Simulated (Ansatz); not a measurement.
`[CH3][Al][Br]` radical, relaxed with UKS PBE0-D4/def2-TZVP in Ansatz from a PBE-D4/def2-SVP geometry. The force threshold is 0.005 eV/Å; the program also tests the step.

The species carries charge 0 and has multiplicity 2.

Start:

```xyz
6

C     0.164   -0.631    0.327
Al   -1.099    0.636   -0.531
Br   -0.271    2.648   -1.288
H    -0.162   -0.848    1.366
H     1.191   -0.211    0.350
H     0.176   -1.594   -0.224
```

| step | energy (eV) | largest force (eV/Å) | largest move (Å) |
| --- | --- | --- | --- |
| 1 | -77718.2876 | 0.485 | 0.000 |
| 2 | -77718.3041 | 0.140 | 0.027 |
| 3 | -77718.3056 | 0.009 | 0.010 |
| 4 | -77718.3056 | 0.002 | 0.001 |

End:

```xyz
6

C     0.160   -0.626    0.325
Al   -1.094    0.625   -0.525
Br   -0.258    2.619   -1.271
H    -0.154   -0.840    1.351
H     1.167   -0.202    0.340
H     0.179   -1.575   -0.218
```

Run time 26 s (2 threads of a server CPU on a shared host); peak host memory 0.35 GiB.
